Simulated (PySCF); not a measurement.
## Cobalt: a sound run and one with changed settings

Sound run: Co [Ar] 3d7 4s2, Co⁺ [Ar] 3d8. Calculation: PySCF 2.14, in x2c-TZVPall (6s5p4d1f, 48 functions); scalar relativity by spin-free X2C-1e. In the sound run the correlated levels freeze [Ar]. The sound run starts from symmetry-adapted Hartree-Fock orbitals and uses a fine grid where one is needed.

Changed run: no relativity, point nucleus. This setting is unsound on purpose.

| species | method | sound run (hartree) | changed run (hartree) | converged |
| --- | --- | --- | --- | --- |
| Co | UHF | -1391.86947 | -1377.74448 | yes |
| Co | M06-L | -1393.15353 | -1379.02752 | yes |
| Co | PBE0 | -1393.00291 | -1378.88219 | yes |
| Co | MP2 | -1392.06962 | -1377.94100 | yes |
| Co⁺ | UHF | -1391.56509 | -1377.46335 | yes |
| Co⁺ | M06-L | -1392.87732 | -1378.77765 | yes |
| Co⁺ | PBE0 | -1392.71342 | -1378.61866 | yes |
| Co⁺ | MP2 | -1391.79683 | -1377.69247 | yes |

Ionisation energy of Co:

| method | sound run (eV) | changed run (eV) |
| --- | --- | --- |
| UHF | 8.283 | 7.650 |
| M06-L | 7.516 | 6.799 |
| PBE0 | 7.877 | 7.171 |
| MP2 | 7.423 | 6.763 |
| SCS-MP2 | 7.502 | 6.851 |

Most of the change in total energy is the relativistic energy itself. On top of that the contraction fixes the core shape for the Hamiltonian it was made with, so the changed run is not a good calculation with the other Hamiltonian either.

For comparison, NIST gives 7.881 eV between the lowest levels.
